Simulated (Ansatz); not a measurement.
Reaction (substitution at a C–C bond): `CC(C)(C)C(=O)CC(=O)C(C)(C)C` + `BB(C)O` → `BB(C)OC` + `CC(C)C(=O)CC(=O)C(C)(C)C`

Gas-phase electronic energies from Ansatz, PBE0-D4/def2-TZVP geometries. CBS: MP2 limit from def2 TZ/QZ plus the TZ coupled-cluster correction, frozen cores. DFT in def2-TZVPP. B3LYP here is the variant with VWN-RPA as its local correlation; programs differ in this. One conformer a species, not always the lowest.

`CC(C)(C)C(=O)CC(=O)C(C)(C)C`:

Z-matrix (Å, degrees):
```
C
C 1 1.525
H 1 1.094 2 111.6
H 1 1.093 2 109.2 3 -118.5
H 1 1.091 2 111.9 3 122.2
C 2 1.536 1 109.3 3 -178.5
C 2 1.527 1 110.2 3 61.3
C 2 1.532 1 113.4 3 -60.2
H 6 1.093 2 109.1 1 -60.8
H 6 1.092 2 110.8 1 180.0
H 6 1.091 2 111.7 1 58.3
H 7 1.093 2 111.2 1 -58.9
H 7 1.093 2 109.6 1 60.4
H 7 1.090 2 111.0 1 -179.3
O 8 1.206 2 120.7 1 160.7
C 8 1.525 2 119.8 1 -21.6
C 16 1.525 8 111.5 2 -82.2
H 16 1.088 8 110.9 2 36.5
H 16 1.088 8 106.7 2 156.7
C 17 1.532 16 119.8 8 -82.2
O 17 1.206 16 119.5 8 95.6
C 20 1.527 17 108.2 16 -144.1
C 20 1.525 17 113.4 16 -21.6
C 20 1.536 17 106.2 16 98.6
H 22 1.090 20 111.0 17 -54.7
H 22 1.093 20 109.6 17 -175.0
H 22 1.093 20 111.2 17 65.6
H 23 1.091 20 111.9 17 62.0
H 23 1.094 20 111.6 17 -60.2
H 23 1.093 20 109.2 17 -178.7
H 24 1.092 20 110.8 17 57.2
H 24 1.091 20 111.7 17 -64.5
H 24 1.093 20 109.1 17 176.4
```

`BB(C)O`:

Z-matrix (Å, degrees):
```
C
B 1 1.575
H 1 1.093 2 113.8
H 1 1.094 2 111.5 3 123.7
H 1 1.097 2 108.5 3 -118.0
O 2 1.367 1 115.8 3 -144.8
B 2 1.681 1 118.7 3 36.1
H 6 0.959 2 114.4 1 -178.3
H 7 1.201 2 121.9 1 -90.6
H 7 1.200 2 122.5 1 85.1
```

`BB(C)OC`:

```xyz
13

B     0.708    0.493    1.364
B     0.359    0.001   -0.210
C     1.511   -0.009   -1.286
O    -0.871   -0.383   -0.638
C    -1.988   -0.376    0.219
H     0.714    1.648    1.694
H     1.054   -0.282    2.213
H     1.684    1.017   -1.632
H     1.243   -0.613   -2.157
H     2.468   -0.362   -0.891
H    -2.716    0.358   -0.135
H    -2.453   -1.364    0.211
H    -1.712   -0.127    1.251
```

`CC(C)C(=O)CC(=O)C(C)(C)C`:

```xyz
30

C    -2.504   -2.228    1.276
C    -2.000   -1.427    0.073
C    -3.111   -1.169   -0.928
C    -1.400   -0.135    0.579
O    -2.003    0.908    0.593
C     0.031   -0.204    1.098
C     1.010   -0.251   -0.070
O     1.102   -1.257   -0.729
C     1.835    0.996   -0.366
C     2.692    0.753   -1.600
C     2.737    1.284    0.839
C     0.892    2.177   -0.604
H    -1.712   -2.432    2.000
H    -3.304   -1.688    1.788
H    -2.902   -3.188    0.942
H    -1.188   -1.992   -0.398
H    -3.534   -2.114   -1.275
H    -3.908   -0.576   -0.476
H    -2.742   -0.620   -1.797
H     0.173   -1.131    1.657
H     0.197    0.653    1.747
H     2.074    0.524   -2.469
H     3.282    1.646   -1.819
H     3.373   -0.086   -1.451
H     3.367    2.149    0.616
H     2.167    1.515    1.740
H     3.395    0.437    1.054
H     0.261    2.008   -1.480
H     1.484    3.078   -0.785
H     0.234    2.368    0.245
```

```csv
level,ΔE (kJ/mol),difference from CCSD(T)/CBS
PBE-D4,42.3,-8.2
r2SCAN-D4,44.6,-5.9
PBE0-D4,44.1,-6.4
B3LYP-D4,38.5,-12.0
ωB97X-V,44.4,-6.1
ωB97M-V,47.8,-2.7
B2PLYP,36.6,-13.9
PBE,33.1,-17.4
r2SCAN,41.4,-9.1
PBE0,35.8,-14.7
B3LYP,24.6,-25.9
HF/def2-TZVPP,19.4,-31.1
MP2/def2-TZVPP,57.8,7.3
SCS-MP2/def2-TZVPP,48.2,-2.3
CCSD/def2-TZVPP,45.5,-5.0
CCSD(T)/def2-TZVPP,49.5,-1.0
HF/def2-QZVPP,18.7,-31.8
MP2/def2-QZVPP,58.1,7.6
SCS-MP2/def2-QZVPP,48.5,-2.0
HF/CBS(def2),18.6,-31.9
MP2/CBS(def2),58.7,8.2
CCSD/CBS(def2),46.5,-4.0
CCSD(T)/CBS,50.5,0
```

Largest T1 diagnostic among the species: 0.013.

In def2-TZVPP, CCSD(T) changes the Hartree–Fock value by +30.1 kJ/mol (the triples alone add +4.0 kJ/mol) and MP2 by +38.3 kJ/mol. The D4 term adds +13.9 kJ/mol with B3LYP and +8.3 kJ/mol with PBE0; it sums over pairs of atoms, weighted by their polarisabilities, and B3LYP, whose exchange is more repulsive, gets the larger term.
